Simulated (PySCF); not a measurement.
# Löwdin shares of the frontier orbitals

Species: C7H10ClF.
Structure used (PBE0-D3(BJ)/def2-SVP), in Å, numbered top down from 1:
```
atom  x, y, z in Å
F1    -0.2138    0.9553    0.2208
C2    -0.5141    0.2331   -0.9271
C3    -1.9873   -0.1242   -0.8903
C4    -2.2724   -1.2835    0.0507
C5    -1.5846   -2.5541   -0.4244
Cl6   -2.4124   -3.1508   -1.9283
C7    -0.1251   -2.3564   -0.7344
C8     0.7753   -1.6759    0.2468
C9     0.4033   -0.9726   -1.0267
H10   -0.3179    0.9058   -1.7777
H11   -2.3122   -0.4002   -1.9062
H12   -2.5521    0.7724   -0.5947
H13   -1.9112   -1.0426    1.0650
H14   -3.3526   -1.4684    0.1370
H15   -1.7191   -3.3700    0.2998
H16    0.3127   -3.1749   -1.3119
H17    0.3499   -1.2729    1.1689
H18    1.7955   -2.0519    0.3509
H19    1.1823   -0.9031   -1.7904
```

Computed with PySCF, TDDFT wB97X-D/def2-SVPD, vertical, gas phase, core orbitals frozen in the response.

Kohn–Sham orbitals with the atoms that hold most of them (Löwdin shares over 4%, at most four atoms; ? is withheld):

```
orbital  ε (eV)                            atoms
 LUMO+2    2.52  Cl6 15%, H13 9%, H19 9%, H10 8%
 LUMO+1    2.30    Cl6 36%, C5 11%, C4 5%, C3 5%
   LUMO    2.09                                ?
   HOMO       ?                                ?
 HOMO-1  -10.23   Cl6 50%, C9 10%, C5 10%, C7 8%
 HOMO-2  -10.52    Cl6 48%, C7 10%, C9 9%, C5 6%
 HOMO-3  -10.87   Cl6 26%, C8 21%, C9 17%, C7 8%
```

(1) Which atoms hold the LUMO, and with what shares?

(2) Which atoms hold the HOMO, and with what shares?

(3) What is the HOMO energy, and the HOMO–LUMO gap?

Answers

(1) Cl6 (bonded to C) 34%; C5 (bonded to 2 C, Cl and H) 13%; C8 (bonded to 2 C and 2 H) 8%; H18 (bonded to C) 6%. By element: chlorine 34%, carbon 21% or more, hydrogen 6% or more.

(2) Cl6 (bonded to C) 33%; C7 (bonded to 3 C and H) 16%; C8 (bonded to 2 C and 2 H) 12%; C9 (bonded to 3 C and H) 8%. By element: carbon 37% or more, chlorine 33%.

(3) ε(HOMO) = -10.08 eV; the gap is 12.18 eV (0.4475 hartree).

Task: The HOMO–LUMO gap is 12.18 eV. Where does the response calculation put the lowest singlet, and from which orbitals?

Result: S1 is at 7.29 eV (f = 0.0018), 4.89 eV below the gap, made of HOMO-1→LUMO (32%), HOMO-2→LUMO (18%), HOMO→LUMO (13%). Its leading pair isn't HOMO and LUMO; the energies of that pair differ by 12.32 eV. 

Next come S2 at 7.33 eV (f 0.0065), HOMO→LUMO (33%), HOMO-1→LUMO (22%), HOMO→LUMO+1 (9%); S3 at 8.04 eV (f 0.025), HOMO-2→LUMO (38%), HOMO→LUMO (32%), HOMO-1→LUMO (8%); S4 at 8.34 eV (f 0.019), HOMO→LUMO+1 (23%), HOMO-3→LUMO (19%), HOMO-1→LUMO+1 (15%); S5 at 8.46 eV (f 0.0049), HOMO-1→LUMO+1 (31%), HOMO→LUMO+1 (24%), HOMO-2→LUMO (9%).

One conformer stands for the species.
